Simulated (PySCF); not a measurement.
Excitation energy of Pb by level of theory

Pb [Xe] 4f14 5d10 6s2 6p2 (3P) → Pb [Xe] 4f14 5d10 6s2 6p1 7s1 (3P), as a difference of total energies. Calculation: PySCF 2.14, in x2c-TZVPPall with one added diffuse shell each of s, p, d, f type (12s8p7d4f, 99 functions); the spin-free X2C one-electron Hamiltonian (Gaussian nucleus). Correlated levels: valence: [Xe] 4f14 5d10 frozen; valence and next inner shell: [Kr] 4d10 4f14 frozen. The calculations carry no spin-orbit coupling.

```json
{"method": "UHF", "excitation energy (eV)": "4.000"}
{"method": "LDA", "excitation energy (eV)": "4.004"}
{"method": "PBE", "excitation energy (eV)": "3.880"}
{"method": "PBE0", "excitation energy (eV)": "3.996"}
{"method": "r2SCAN", "excitation energy (eV)": "4.141"}
{"method": "B2PLYP", "excitation energy (eV)": "4.031"}
{"method": "TPSSh", "excitation energy (eV)": "3.972"}
{"method": "r2SCAN0", "excitation energy (eV)": "4.199"}
{"method": "MP2 (valence)", "excitation energy (eV)": "4.039"}
{"method": "SCS-MP2 (valence)", "excitation energy (eV)": "4.035"}
{"method": "MP2 (valence and next inner shell)", "excitation energy (eV)": "4.018"}
{"method": "SCS-MP2 (valence and next inner shell)", "excitation energy (eV)": "3.969"}
```

Spin-orbit coupling is strong in these open shells (close to jj coupling). The scalar numbers leave it out and a first-order estimate fails, so it can dominate the gap to the real levels.

The promoted electron is Rydberg-like, and one or two diffuse shells describe it only roughly, which tends to raise the upper state.
